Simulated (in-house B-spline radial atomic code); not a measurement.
A calculation on Cu II (Cu+): its settings, and results tabulated from the run. Computed with a B-spline radial code for spherical atoms: scalar-relativistic (X2C) Hartree-Fock, spin-polarised, averaged over the determinants with the given up and down occupations, Fermi nucleus of rms radius 3.8823 fm, inside a hard spherical wall at 3.06 bohr.

Command:
```bash
python run_scf.py task.json out
```
Settings (nuclear radius in fm, mass in u):
```
Z                29
configuration    [Ar] 3d10
hamiltonian      x2c
method           hf
spin_polarised   True
nucleus          fermi
rms_radius       3.8823
atomic_mass      62.9296
speed_of_light   137.035999084
wall_radius      3.06
```

Output (hartree, bohr):
```
 radial grid: 61 intervals, B-splines of order 8, outer radius 3.06 bohr

 iter        energy (Eh)    residual
    1      -1652.1809863    3.89e-01
    2      -1652.5341403    7.78e-02
    3      -1652.7679601    1.43e-02
    4      -1652.7687252    6.85e-03
    5      -1652.7688831    6.91e-04
    6      -1652.7688854    1.03e-04
    7      -1652.7688856    1.16e-04
    8      -1652.7688859    6.57e-06
    9      -1652.7688859    6.80e-08

 total energy                    -1652.768886
 kinetic                           1683.43266
 electron-nucleus                 -3986.12051
 electron-electron                  649.91897

 orbital      occ     eigenvalue          <r>       <r^2>       <1/r>       r_max
 1s up      1.000     -332.62858    0.0517545   0.0036158     29.6451     0.03373
 1s down    1.000     -332.62858    0.0517545   0.0036158     29.6451     0.03373
 2s up      1.000      -41.77965     0.233854   0.0645941     6.43693       0.196
 2s down    1.000      -41.77965     0.233854   0.0645941     6.43693       0.196
 2p up      3.000      -35.92584     0.206053    0.052081     6.21926      0.1582
 2p down    3.000      -35.92584     0.206053    0.052081     6.21926      0.1582
 3s up      1.000       -5.31463     0.716225    0.593236     1.98476      0.6153
 3s down    1.000       -5.31463     0.716225    0.593236     1.98476      0.6153
 3p up      3.000       -3.53364     0.757022    0.677488      1.8164      0.6245
 3p down    3.000       -3.53364     0.757022    0.677488      1.8164      0.6245
 3d up      5.000       -0.66473     0.932057     1.09669     1.41786      0.6186
 3d down    5.000       -0.66473     0.932057     1.09669     1.41786      0.6186
```

Run time, properties included: 0.16 s on 1 thread of Arm Neoverse V1, on a shared host.

One-electron X2C: radii and densities carry no picture-change correction, so inner-shell <1/r> comes out high (for 1s by about 2 % at Z = 33, 5 % at 54, 10 % at 75, 30 % at 118) and <r> low.
